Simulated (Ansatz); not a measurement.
`OB(Br)Br` + `CC(C)O[SiH3]` → `OB(Br)O[SiH3]` + `CC(C)Br`  (formal exchange of groups at a B–Br bond)

Program: Ansatz. Geometries: PBE0-D4/def2-TZVP. ΔE: electronic, gas phase. CBS: MP2 limit from def2 TZ/QZ plus the TZ coupled-cluster correction, frozen cores. Functionals use def2-TZVPP. B3LYP here is the variant with VWN-RPA as its local correlation; programs differ in this. HSE06 is defined as in plane-wave codes. For Br outer-core shells are correlated without core-valence functions, which leaves a few kJ/mol of doubt a bond. Scalar relativity is left out up to krypton. One conformer a species, not always the lowest.

`OB(Br)Br`:

Z-matrix (Å, degrees):
```
B
O 1 1.337
Br 1 1.925 2 121.2
Br 1 1.907 2 118.7 3 180.0
H 2 0.963 1 113.7 3 -0.0
```

`CC(C)O[SiH3]`:

Cartesian coordinates in Å:
```
C 1.682 0.827 0.144
C 0.248 0.417 -0.107
C -0.012 0.090 -1.564
O -0.026 -0.720 0.705
Si -1.509 -1.077 1.306
H 1.836 1.055 1.200
H 1.939 1.711 -0.445
H 2.357 0.015 -0.135
H -0.414 1.242 0.198
H -1.051 -0.207 -1.723
H 0.632 -0.733 -1.884
H 0.193 0.957 -2.196
H -2.082 0.105 2.010
H -2.471 -1.479 0.241
H -1.321 -2.203 2.251
```

`OB(Br)O[SiH3]`:

Z-matrix (Å, degrees):
```
Si
O 1 1.659
H 1 1.480 2 105.9
H 1 1.482 2 109.9 3 119.2
H 1 1.482 2 109.9 3 -119.2
B 2 1.338 1 134.4 3 -179.9
Br 6 1.961 2 120.1 1 0.1
O 6 1.347 2 120.4 1 -179.9
H 8 0.960 6 113.6 2 -180.0
```

`CC(C)Br`:

```xyz
11

C    -0.612   -0.611   -0.964
C    -0.073   -0.349    0.422
C     0.836    0.853    0.499
Br   -1.580   -0.101    1.665
H    -1.267   -1.481   -0.981
H    -1.171    0.251   -1.332
H     0.224   -0.794   -1.647
H     0.426   -1.235    0.814
H     1.698    0.696   -0.158
H     0.316    1.755    0.170
H     1.202    1.016    1.513
```

| level | ΔE (kJ/mol) | difference from CCSD(T)/CBS |
| --- | --- | --- |
| LDA (SPW92) | -85.7 | 9.0 |
| PBE-D4 | -85.6 | 9.1 |
| BLYP-D4 | -91.2 | 3.5 |
| r2SCAN-D4 | -91.9 | 2.8 |
| B97M-V | -90.4 | 4.3 |
| PBE0-D4 | -89.0 | 5.7 |
| r2SCANh-D4 | -92.7 | 2.0 |
| r2SCAN0-D4 | -93.9 | 0.8 |
| HSE06-D4 | -89.1 | 5.6 |
| BHLYP-D4 | -97.6 | -2.9 |
| CAM-B3LYP-D4 | -92.9 | 1.8 |
| ωB97X-V | -89.3 | 5.4 |
| ωB97M-V | -92.6 | 2.1 |
| B2PLYP | -94.9 | -0.2 |
| PBE-QIDH | -93.0 | 1.7 |
| PBE | -86.2 | 8.5 |
| revPBE | -85.5 | 9.2 |
| BLYP | -91.9 | 2.8 |
| r2SCAN | -92.4 | 2.3 |
| PBE0 | -89.4 | 5.3 |
| B3LYP | -94.0 | 0.7 |
| r2SCANh | -93.2 | 1.5 |
| HSE06 | -89.5 | 5.2 |
| BHLYP | -97.4 | -2.7 |
| CAM-B3LYP | -93.3 | 1.4 |
| LC-ωPBE | -87.6 | 7.1 |
| RPA@PBE/def2-TZVPP | -89.8 | 4.9 |
| HF/def2-SVP | -93.1 | 1.6 |
| MP2/def2-SVP | -86.2 | 8.5 |
| CCSD/def2-SVP | -84.0 | 10.7 |
| CCSD(T)/def2-SVP | -82.7 | 12.0 |
| HF/def2-TZVPP | -101.6 | -6.9 |
| MP2/def2-TZVPP | -95.8 | -1.1 |
| SCS-MP2/def2-TZVPP | -95.8 | -1.1 |
| CCSD/def2-TZVPP | -94.9 | -0.2 |
| CCSD(T)/def2-TZVPP | -93.8 | 0.9 |
| MP2/def2-QZVPP | -96.5 | -1.8 |
| SCS-MP2/def2-QZVPP | -96.9 | -2.2 |
| MP2/CBS(def2) | -96.6 | -1.9 |
| CCSD/CBS(def2) | -95.8 | -1.1 |
| CCSD(T)/CBS | -94.7 | 0 |

(1) What do rigid-rotor, harmonic-oscillator terms from PBE0-D4/def2-TZVP frequencies (298.15 K, 1 bar) make of the CCSD(T)/CBS value? (An estimate is asked.)

Largest T1 diagnostic among the species: 0.011.

## Answers

(1) The calculation gave: ΔZPE = +1.5 kJ/mol, ΔH = -93.3 kJ/mol, ΔS = -7 J/(mol·K), ΔG = -91.4 kJ/mol. Modes under 50 cm⁻¹ make the entropy rough.

At CCSD(T), def2-SVP lies +12.0 kJ/mol from the extrapolated value and def2-TZVPP +0.9 kJ/mol. From PBE to PBE0 (25 % exact exchange), in def2-TZVPP and without D4, ΔE moves by −3.3 kJ/mol. In def2-TZVPP, CCSD(T) changes the Hartree–Fock value by +7.8 kJ/mol (the triples alone add +1.1 kJ/mol) and MP2 by +5.9 kJ/mol.
